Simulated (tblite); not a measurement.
P10O25 (silsesquioxane type) at step 4 of a GFN2-xTB optimisation (tblite, gas phase), coordinates in Å:

```
  1 P     2.737    0.000    1.559
  2 P     0.845    2.601    1.555
  3 P    -2.212    1.607    1.556
  4 P    -2.213   -1.606    1.556
  5 P     0.845   -2.601    1.559
  6 P     2.732   -0.003   -1.555
  7 P     0.846    2.600   -1.557
  8 P    -2.211    1.607   -1.555
  9 P    -2.212   -1.605   -1.556
 10 P     0.845   -2.601   -1.554
 11 O     1.816    1.319    1.741
 12 O    -0.694    2.138    1.744
 13 O    -2.250    0.000    1.747
 14 O     1.820   -1.322    1.743
 15 O    -0.694   -2.135    1.743
 16 O     2.932   -0.001   -0.001
 17 O     0.907    2.791   -0.002
 18 O     1.818    1.320   -1.746
 19 O    -2.372    1.723    0.001
 20 O    -0.695    2.139   -1.743
 21 O    -2.373   -1.720   -0.001
 22 O    -2.247    0.000   -1.744
 23 O     0.908   -2.788    0.001
 24 O     1.818   -1.321   -1.745
 25 O    -0.694   -2.138   -1.743
 26 O     3.920    0.000    2.356
 27 O     1.213    3.733    2.354
 28 O    -3.176    2.308    2.358
 29 O    -3.176   -2.308    2.354
 30 O     1.211   -3.732    2.358
 31 O     3.927   -0.001   -2.357
 32 O     1.213    3.735   -2.358
 33 O    -3.175    2.307   -2.357
 34 O    -3.175   -2.310   -2.355
 35 O     1.213   -3.734   -2.357
```

Task: What are the forces on the atoms (eV/Å)?

Result: 
```
  1 P    -1.39   -0.01   -0.53
  2 P    -0.29   -0.86   -0.15
  3 P     0.56   -0.39    0.03
  4 P     0.72    0.51   -0.14
  5 P    -0.32    0.99   -0.27
  6 P    -0.51    0.03   -0.14
  7 P    -0.25   -0.69    0.00
  8 P     0.59   -0.42   -0.01
  9 P     0.64    0.42    0.05
 10 P    -0.22    0.66   -0.04
 11 O    -0.75   -0.56    0.23
 12 O     0.29   -0.91    0.21
 13 O     0.96   -0.01    0.21
 14 O    -0.75    0.57    0.24
 15 O     0.29    0.90    0.22
 16 O     0.36    0.00    0.12
 17 O     0.11    0.33    0.03
 18 O    -0.79   -0.55   -0.21
 19 O    -0.30    0.21    0.01
 20 O     0.33   -0.91   -0.21
 21 O    -0.28   -0.21    0.03
 22 O     0.95    0.00   -0.23
 23 O     0.11   -0.35    0.05
 24 O    -0.80    0.53   -0.21
 25 O     0.28    0.92   -0.21
 26 O     0.19    0.01    0.17
 27 O    -0.07   -0.24   -0.11
 28 O     0.37   -0.27   -0.26
 29 O     0.22    0.16   -0.13
 30 O    -0.05    0.13   -0.04
 31 O    -0.59    0.00    0.35
 32 O    -0.13   -0.42    0.23
 33 O     0.33   -0.24    0.23
 34 O     0.30    0.24    0.19
 35 O    -0.14    0.42    0.26
```
